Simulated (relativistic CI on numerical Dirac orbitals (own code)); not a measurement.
## Hyperfine structure of Cs38+, mass number 134

Calculated at this level of theory: Dirac-Coulomb-Breit CI, KLI orbitals optimised for each configuration, a model potential for QED, unscaled Slater integrals (own radial code, finite nucleus).

CI space (outside the closed core [Ne]): 3s2.3p5, 3s.3p6, 3s2.3p4.3d, 3s.3p5.3d, 3p6.3d, 3s.3p4.3d2, 3s2.3p3.3d.4p, 3p6.4s, 3s.3p4.3d.4s, 3s2.3p4.4s, 3p6.4p, 3s2.3p4.4p, 3s2.3p3.3d2, 3s2.3p2.3d3, 3s.3p3.3d3, 3s2.3p2.3d2.4s, 3s2.3p2.3d2.4p. Double excitations out of closed p, d and f shells are left out; levels of such configurations are missing from the list, as are those of other unlisted configurations, and high levels can miss mixing partners.

Nuclear spin I = 4, μ = 2.9893 μN, Q = 0.37 b (tables of Stone and Pyykkö). The electronic factors are computed for point nuclear moments, without core polarisation or the Bohr-Weisskopf and QED corrections.

| Level | E (cm⁻¹) | A (GHz) | B (GHz) |
| --- | --- | --- | --- |
| 3s2.3p5 2P°_3/2 | 0 | 54.86 | -51.5 |
| 3s2.3p5 2P°_1/2 | 681708 | 359.7 |  |
| 3s2.3p4.3d 2D_3/2 | 1442360 | 29.69 | 28.7 |
| 3s2.3p4.3d 4F_9/2 | 1473449 | 30.98 | 19.4 |
| 3s2.3p4.3d 2D_5/2 | 1624506 | 14.75 | 49.8 |
| 3s.3p6 2S_1/2 | 1732586 | 634.7 |  |

Levels with J = 0, under 50 % of one LS term, or S terms without an open s electron are left out. Small factors come from cancelling terms and can be off by tens of per cent or more.

At this charge energies of transitions that change n are usually good to better than 1 %, and those within a shell (Δn = 0) to a few per cent.

Task: Give the hyperfine levels of 3s2.3p5 2P°_1/2 relative to its centre of gravity.

Result: With K = F(F + 1) − I(I + 1) − J(J + 1), E = AK/2: F = 7/2: -899.3, F = 9/2: 719.5 GHz.

LS names give the leading component of a level, which can be under half, so a name can repeat, a term be missing and a line seem to break the LS rules.
